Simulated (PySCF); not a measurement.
diethyl ether cation (C4H10O), SMILES CCOCC (connectivity only; charge and spin as stated), charge +1, multiplicity 2.

Geometry: TPSSh-D3(BJ)/def2-SVP. The spin state was assumed, not searched. The values are those of a single conformer.

The numbers are results of PBE/def2-TZVP run with PySCF, not measurements.

Isolated molecule, no solvent.

total energy: -233.10734 hartree
point group: C2
α spin, highest occupied and lowest empty level: -13.12 and -4.62 eV
β spin, highest occupied and lowest empty level: -13.69 and -11.96 eV
dipole moment about the centre of nuclear charge: 0.205 e·Å
mean static polarisability: 64.3 bohr³ (9.53 Å³)
polarisability, principal values: 44.7, 48.0, 100.3 bohr³
⟨S²⟩: 0.752 (pure state 0.75)
